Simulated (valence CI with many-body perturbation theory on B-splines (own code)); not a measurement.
**Bi XLIV in brief**

Level of theory: valence CI with perturbative core correlation (CI+MBPT): four valence electrons over a frozen Dirac-Fock core [Kr], radial functions for each j: 7 s, 7 p, 8 d, 6 f, 4 g, 1 h, with the one-electron correlation potential Σ1 (screened to all orders), the two-electron term Σ2, the three-electron term Σ3, Breit, model QED; selected single and double excitations, second order for the rest, scaled by the run's own slope (own B-spline code, finite nucleus).

No measured spectrum was set against this ion. As an estimate, large intervals hold to a few tenths of a per cent, small ones and those within an open d or f shell to about a per cent. Only levels of the ground parity were solved; by the run's estimate the other parity begins above the list, which can be wrong where configurations are misplaced.

Levels are named by their leading jj configuration (3d3/2^4 stands for four electrons in 3d with j = 3/2), which in mixed levels can hold well under half, so a name can repeat and another be missing.

Rates and lifetimes use the calculated energies. Strong lines usually hold to 10 to 20 %, long lifetimes can be off by a factor of two.

Task: What is the ground level?

Result: (4d3/2^4) J=0, composition 60 % 4d4 3P + 26 % 4d4 5D + 14 % 4d4 1S.

Task: Name the longest-lived excited levels whose lifetime is computed, and their main decay.

Result: (4d3/2^2 4d5/2^2) J=6 at 69.07 eV lives 14.7 ms, mostly by E2 to (4d3/2^3 4d5/2) J=4; (4d3/2^3 4d5/2) J=3 at 37.85 eV lives 11.8 ms, mostly by M1 to (4d3/2^3 4d5/2) J=4. The lifetime of (4d3/2^3 4d5/2) J=4 is too uncertain to give, and may be longer.

Task: How well does LS coupling describe the low levels?

Result: Among the lowest 20 levels the leading LS term, summed over configurations, holds 48 % on average. For single configurations the figures are 48 % in LS and 97 % in jj coupling. Terms mix most in the J = 4 level at 35.35 eV, where the leading one holds 28 %.

Task: What is the ionisation energy?

Result: 2191.3 eV; NIST lists 2190 ± 4 eV (theoretical).
